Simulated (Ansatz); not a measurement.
Ideal-gas functions of tungsten hexafluoride at 298.15 K and 1 bar, from an Ansatz frequency run at PBE0-D4/def2-TZVP.

Molar mass 297.83 g/mol, point group Oh (symmetry number 24), electronic degeneracy 1, moments of inertia 255.489, 255.49, 255.491 u Å². Harmonic wavenumbers (cm⁻¹, unscaled): 136, 136, 136, 250, 250, 250, 310, 310, 310, 685, 685, 723, 723, 723, 780.

Use S(trans) = R[1.5 ln M + 2.5 ln T − 1.1517]; rotational temperatures θ = 24.2544 K / I; S(rot) = R[ln(√π/σ · √(T³/θAθBθC)) + 1.5]; for each mode x = 1.438777 ν̃/T, S = R[x/(eˣ − 1) − ln(1 − e⁻ˣ)] and H = RT x/(eˣ − 1); 1 cm⁻¹ = 0.0119627 kJ/mol; R = 8.31446 J/(mol·K).

Task: By hand: the entropy, in J/(mol·K).

Result: Translation 179.9. Rotation: θ = 0.0949, 0.0949, 0.0949 K, giving 91.2. Vibration, mode by mode: 11.96, 11.96, 11.96, 7.24, 7.24, 7.24, 5.70, 5.70, 5.70, 1.36, 1.36, 1.17, 1.17, 1.17, 0.94, in all 81.9. Electronic 0.0. Sum 353.0 J/(mol·K).

Task: By hand: H − E and G − E in kJ/mol, counted from the electronic energy.

Result: Zero-point energy ½ × 6407 × 0.0119627 = 38.3; thermal vibration 14.0; translation, rotation and pV give 4 RT = 9.9. H − E = 62.2 kJ/mol, and G − E = 62.2 − 298.15 × 353.0/1000 = -43.0 kJ/mol.

Vibration gives 23 % of the entropy, 35.9 J/(mol·K) of it from the modes under 150 cm⁻¹: soft modes count most, and the harmonic formula is weakest for them.
